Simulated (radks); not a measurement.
Values are calculated unless marked as measured or tabulated.
Valence configurations of As2+ (all share [Ar]). Code: a radial shooting solver on a logarithmic mesh with Libxc functionals. Model: non-relativistic Kohn-Sham, r2SCAN, spin-polarised, spherical densities, point nucleus; open shells are filled with parallel spins first; meta-GGA in the generalised Kohn-Sham scheme. Energies are relative to 3d10 4s2 4p1; eigenvalues in eV for spin up.

| valence | E (eV) | moment (Bohr magnetons) | e(3d) | e(4p) | e(4s) |
|---|---|---|---|---|---|
| 3d10 4s2 4p1 | 0.000 | 1 | -64.024 | -23.363 | -34.024 |
| 3d10 4s1.5 4p1.5 | 4.092 | 2 | -64.729 | -24.268 | -35.065 |
| 3d10 4s1 4p2 | 7.166 | 3 | -65.310 | -24.979 | -35.895 |
| 3d10 4p3 | 18.062 | 3 | -66.787 | -25.615 | - |
| 3d9 4s2 4p2 | 44.274 | 3 | -76.796 | -26.420 | -37.951 |
| 3d9 4s1.5 4p2.5 | 47.993 | 4 | -77.382 | -27.144 | -38.803 |
| 3d9 4s1 4p3 | 50.727 | 5 | -77.856 | -27.715 | -39.475 |
| 3d9 4s0.5 4p3.5 | 59.358 | 4 | -78.824 | -27.809 | -39.556 |
| 3d8.5 4s1.5 4p3 | 72.851 | 5 | -83.886 | -28.511 | -40.580 |
| 3d8 4s1 4p4 | 108.20 | 5 | -91.446 | -29.914 | -42.448 |

NIST lists [Ar] 3d10 4s2 4p1 as the ground configuration; this level of theory agrees among the configurations tried. The energies are those of spherical high-spin densities, not of single terms.
